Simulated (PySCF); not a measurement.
# Ge²⁹⁺ (germanium, charge +29) across methods

[He] 2s1, 2S determinant. Computed with PySCF 2.14 in an even-tempered Gaussian basis (17 s from 8.7 bohr⁻², ratio 2.2; 8 p from 13 bohr⁻², ratio 2.4; 6 d from 40 bohr⁻², ratio 2.4; 5 f from 61 bohr⁻², ratio 2.4; 4 g from 91 bohr⁻², ratio 2.4), with the non-relativistic Hamiltonian (point nucleus).

```
method  E (hartree)  mean ε 1s α (eV)  mean ε 1s β (eV)  mean ε 2s α (eV)  Σ⟨r²⟩ (bohr²)   ⟨S²⟩
r2SCAN    -1119.618          -13048.0          -13040.1           -3100.3        0.05043  0.750
  PBE0    -1119.446          -13077.7          -13066.6           -3109.1        0.05041  0.750
 TPSSh    -1119.751          -13060.2          -13050.9           -3104.1        0.05039  0.750
   UHF  -1119.62563          -13235.0          -13217.0           -3143.3        0.05043  0.750
   PBE    -1119.368          -13024.9          -13016.1           -3097.5        0.05041  0.750
   LDA    -1116.963          -13001.3          -12991.9           -3092.6        0.05048  0.750
```

Problem. Estimate the same row for r2SCANh.

Solution. E (hartree) = -1119.625; mean ε 1s α (eV) = -13066.7; mean ε 1s β (eV) = -13057.9; mean ε 2s α (eV) = -3104.7; Σ⟨r²⟩ (bohr²) = 0.05043; ⟨S²⟩ = 0.750.
